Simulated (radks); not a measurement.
Values are calculated unless marked as measured or tabulated.
Task: Radial electron density D(r) = 4 pi r^2 rho(r) of an atom or ion with 3 electrons. Level of theory: Dirac Kohn-Sham, PBEsol, spin-unpolarised, spherical densities, point nucleus (a radial shooting solver on a logarithmic mesh with Libxc functionals).

r (bohr)  D(r) (e/bohr)
0.006428         0.7783
0.007788          1.098
0.009437          1.536
0.01143           2.128
0.01385           2.913
0.01692           3.980
0.0205            5.274
0.02484           6.844
0.0301            8.656
0.03648           10.61
0.0442            12.53
0.05398           14.20
0.06541           15.12
0.07925           15.05
0.09603           13.81
0.1164            11.50
0.1421            8.417
0.1722            5.547
0.2086            3.452
0.2528            2.448
0.3063            2.319
0.3741            2.476
0.4533            2.329
0.5493            1.740
0.6656           0.9811
0.8064           0.3993
0.985            0.1041
1.193           0.01790
1.446          0.001773

What is the nuclear charge?

Result: Z = 14. The innermost maximum, from 1s, lies near gamma/Z bohr with gamma = sqrt(1 - (Z/c)^2) = 0.995, here 0.0711 bohr (found: 0.0714), and its height grows with Z. The density is that of the silicon ion Si11+ in [He] 2s1; the configuration itself is not fixed sharply by these data, and Z only to about a unit. D(r) has 2 maxima, at r = 0.0714, 0.386 bohr, and minima at 0.287 bohr, inside which lie 2.10 electrons.
